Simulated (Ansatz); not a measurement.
Ansatz (an electronic-structure program) input (BHLYP/def2-TZVPD):

Ansatz 0.2 input:
```yaml
crystal:
  periodic: [false, false, false]
  atoms:
    - {symbol: K, position_ang: [-0.00000000, -0.00000000, -2.44005390]}
    - {symbol: I, position_ang: [0.00000000, 0.00000000, 0.87473631]}
basis:
  gaussian:
    orbitals: def2-TZVPD
hamiltonian:
  xc: {name: BHLYP}
total_charge: -1
magnetization: {spin_polarized: true, initial_magnetization: 1}
output: {forces: true}
```

Output:

```
Functional definition: BHLYP
integrals: 0.04 GiB planned
868 factors; integrals over basis functions are off by at most 3.9e-4 eV
mean field: 0.53 GiB planned
mean field evaluation 1: about -24427.1047 eV, gradient 1.1e1 eV
mean field evaluation 2: about -24427.4797 eV, gradient 9.4e0 eV
mean field evaluation 4: about -24427.8049 eV, gradient 7.4e-1 eV
mean field evaluation 8: about -24427.8365 eV, gradient 8.7e-2 eV
mean field evaluation 16: about -24427.8367 eV, gradient 3.8e-4 eV
mean field -24427.83668321 eV, -897.7064403254 hartree, gradient 2.1e-5 eV, S^2 0.750102; 1 other end points of the search recorded, 0 dependent functions left out
the calculation of the forces begins
reference -24427.83680834 eV, -897.7064449239 hartree; 23, 22 occupied and 72, 73 virtual orbitals, 868 factors
Total energy: -24427.83680834 eV, -897.7064449239 hartree
Atom 0 at    -0.000000    -0.000000    -2.440054 Å, force     0.000000     0.000000     0.026935 eV/Å
Atom 1 at     0.000000     0.000000     0.874736 Å, force     0.000000    -0.000000    -0.026935 eV/Å
Dipole moment:    -0.000000    -0.000000     1.194301 e Å
```
